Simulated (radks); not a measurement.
Task: All-electron atom: Rh26+ in [Ar] 3d1. All-electron calculation, scalar-relativistic Kohn-Sham, PBE, spin-polarised, spherical densities, point nucleus; open shells are filled with parallel spins first (spin-orbit coupling, left out, can overturn this in heavy ions). Program: a radial shooting solver on a logarithmic mesh with Libxc functionals. Some entries of the table are withheld. Estimate them.

orbital,occ.,eigenvalue (eV),r(max) (bohr),<r> (bohr)
1s up,1,-24208.02,0.02118,0.03263
1s down,1,-24208.00,0.02118,0.03263
2s up,1,-4493.814,0.1194,0.1408
2s down,1,-4490.687,0.1194,0.1408
2p up,3,-4153.668,0.09551,0.1227
2p down,3,-4151.340,0.09547,0.1226
3s up,1,-1568.758,0.3324,0.3563
3s down,1,-1565.200,0.3326,0.3567
3p up,3,-1458.698,0.3216,0.3482
3p down,3,-1454.972,0.3219,0.3486
3d up,1,-1306.721,(1),0.3122
3d down,0,-1302.076,(2),0.3127
4s up,0,-777.6138,0.6923,0.6959
4s down,0,-776.3642,0.6930,0.6966
4p up,0,-733.9141,(3),0.7008
4p down,0,-732.6405,(4),0.7017

Result: 
(1) 3d up r(max) (bohr): 0.2609
(2) 3d down r(max) (bohr): 0.2613
(3) 4p up r(max) (bohr): 0.6976
(4) 4p down r(max) (bohr): 0.6985
